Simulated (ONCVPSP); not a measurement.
## How hard is this Ba ONCV potential?

* Element: Ba
* Generator: ONCVPSP 4.0.1
* Type: optimised norm-conserving Vanderbilt (ONCV)
* Functional: PBE
* Relativity: scalar-relativistic
* Frozen core: [Kr] 4d10
* Valence charge: 10
* Reference configuration: 5s2 5p6 6s2
* Partial waves: 5s+6s: rc 3.05 bohr, ncon 4, nbas 9, qcut 4.7 1/bohr, 2 projectors; 5p: rc 3.05 bohr, ncon 4, nbas 7, qcut 3.9 1/bohr, local; d scattering state at 0.02 Ha: rc 3.10 bohr, ncon 3, nbas 7, qcut 3.6 1/bohr, 2 projectors, debl 2.6 Ha
* Local potential: the p channel
* Core correction: Teter function, fcfact 4.75, rcfact 1.6

In the d channel the program set the typed energies aside and used 0.050, 2.650 Ha.

Question: For each optimised wave give the share of its norm inside rc, the residual kinetic energy above qcut (Ha) and the cutoffs (Ha) for errors of 10, 1, 0.1 and 0.01 mHa per electron.

Answer:

```json
{"wave": "5s", "norm inside rc": "0.984", "residual KE": "2.7e-08", "10 mHa": "2.0", "1 mHa": "5.7", "0.1 mHa": "7.3", "0.01 mHa": "8.6"}
{"wave": "6s", "norm inside rc": "0.117", "residual KE": "6.5e-08", "10 mHa": "1.6", "1 mHa": "5.2", "0.1 mHa": "7.2", "0.01 mHa": "8.6"}
{"wave": "5p", "norm inside rc": "0.937", "residual KE": "1.6e-07", "10 mHa": "3.4", "1 mHa": "4.6", "0.1 mHa": "5.5", "0.01 mHa": "6.4"}
{"wave": "d projector 1", "norm inside rc": "0.096", "residual KE": "3.8e-06", "10 mHa": "2.4", "1 mHa": "3.9", "0.1 mHa": "5.1", "0.01 mHa": "6.0"}
{"wave": "d projector 2", "norm inside rc": "0.224", "residual KE": "8.7e-04", "10 mHa": "5.5", "1 mHa": "6.9", "0.1 mHa": "20.6", "0.01 mHa": "29.1"}
```

The occupied waves need 5.7 Ha and 7.3 Ha for 1 and 0.1 mHa.
